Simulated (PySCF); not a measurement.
Correlation energy of Ti⁺ (titanium, charge +1)

[Ar] 3d1 4s2, 2D determinant (an excited configuration). All numbers are calculated (PySCF 2.14, the non-relativistic Hamiltonian (point nucleus), in def2-TZVPPD). Frozen: [Ar]; 3 electrons correlated.

MP2 pair energies summed by pair of shells (mhartree):

```
 pair  energy  share (%)
4s-4s  -24.55       77.2
3d-4s   -7.24       22.8
```

Total MP2 correlation energy: -31.79 mhartree.

Same-spin part -2.84 and opposite-spin part -28.95 mhartree; SCS-MP2 scales them by 1/3 and 6/5 to -35.69 mhartree.
